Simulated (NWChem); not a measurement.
C₂H₂Cl, doublet; SMILES C(Cl)=[CH]

```xyz
5

C     -0.2702     1.7239     0.0000
C      0.5034     0.6688     0.0000
Cl    -0.1110    -0.9694     0.0000
H     -1.3198     2.0072     0.0000
H      1.5971     0.7125     0.0000
```
Atoms are numbered in this order, from 1.

Computed with NWChem. Pople sets run with spherical d functions. Spin-unrestricted. In the optimisation the excess spin sits in a' (Cs, its own frame). The geometry was optimised at PBE0/def2-SVP, spin-unrestricted. No stability test was run on the SCF state. Solvent water, SMD (1 M gas to 1 M solution), gas-phase geometry. Reactions with the solvent are ignored.

Taking B3LYP/6-311++G** as the yardstick, which of these has the fewest basis functions while keeping “solvation free energy (kcal/mol)” within 1.0 kcal/mol of it: B3LYP/6-311G**; B3LYP/STO-3G; B3LYP/6-31+G*; B3LYP/3-21G; B3LYP/6-31G*?

B3LYP/3-21G.
```tsv
level	basis functions	solvation free energy (kcal/mol)	relative time (rough)
B3LYP/STO-3G	21	1.5	1
B3LYP/3-21G	35	0.3	1
B3LYP/6-31G*	50	0.6	3
B3LYP/6-31+G*	62	0.3	4
B3LYP/6-311G**	74	0.4	4
B3LYP/6-311++G**	88	0.4	6
```

The yardstick is one finite set, not the basis-set limit.
